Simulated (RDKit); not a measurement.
A run for RDKit: MMFF94 on H2O (SMILES O).

```python
from rdkit import Chem
from rdkit.Chem import AllChem, rdDetermineBonds

blocks = [
'''3

O     0.00000000   -0.00000000    0.40073248
H    -0.00000000    0.75701187   -0.20041624
H    -0.00000000   -0.75701187   -0.20041624
''',
]
mol = None
for b in blocks:
    f = Chem.MolFromXYZBlock(b)
    rdDetermineBonds.DetermineBonds(f, charge=0)
    mol = f if mol is None else Chem.CombineMols(mol, f)
Chem.SanitizeMol(mol)
print(Chem.MolToSmiles(Chem.RemoveHs(mol)))
ff = AllChem.MMFFGetMoleculeForceField(mol, AllChem.MMFFGetMoleculeProperties(mol), nonBondedThresh=100.0, ignoreInterfragInteractions=False)
e = ff.CalcEnergy()
print(f'MMFF94 energy {e:.6f} kcal/mol')
```

The log:

```
O
MMFF94 energy 0.019734 kcal/mol
```

The run finished.

Cost: roughly 0.04 core-seconds.
